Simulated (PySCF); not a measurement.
## Field gradients at the hydrogen positions

C6H5F.
Structure used (GFN2-xTB), in Å, numbered top down from 1:
```xyz
12
C6H5F angstrom
C      0.0500    2.4672    0.5372
C     -0.0325    1.3515    0.1151
C     -0.1336   -0.0211   -0.3613
C      1.1421   -0.6954   -0.1677
C      2.1947   -1.2347    0.0090
C     -1.2408   -0.7843    0.3843
F     -2.4760   -0.3146    0.0190
H      0.1200    3.4525    0.8899
H     -0.3773   -0.0101   -1.4325
H      3.1195   -1.7090    0.1497
H     -1.2149   -1.8497    0.1285
H     -1.1500   -0.6529    1.4676
```

Level: PBE0/pcSseg-1 (PySCF, non-relativistic); Q(2H) = 0.00286 b; rigid geometry, the same for H and D, with no vibrational averaging.

Problem. Give the electric field gradient Vzz (the principal value of largest size), its asymmetry and the 2H coupling at each hydrogen.

Solution. 
| atom | bonded to | bond length (Å) | Vzz (au) | η | χzz (kHz) |
| --- | --- | --- | --- | --- | --- |
| H8 | C1 | 1.049 | 0.3963 | 0.00 | 266 |
| H9 | C3 | 1.099 | 0.2848 | 0.01 | 191 |
| H10 | C5 | 1.049 | 0.3961 | 0.00 | 266 |
| H11 | C6 | 1.096 | 0.2835 | 0.06 | 191 |
| H12 | C6 | 1.095 | 0.2837 | 0.06 | 191 |

Problem. A static deuteron (I = 1) shows a doublet split by (3/2)χ, (3/4)χ(1 + η) and (3/4)χ(1 − η) with the field along z, y and x of the gradient. What are these for H8?

Solution. With |χ| = 266.3 kHz and η = 0.002: 399, 200 and 199 kHz, to first order and without motion.

One conformer (not necessarily the lowest) at the GFN2-xTB geometry, without solvent, vibrations or thermal averaging. GFN2-xTB bond lengths can be off by several hundredths of an ångström, more for odd bonds, and the gradients follow them. With so small a basis the couplings can be 20 % off.
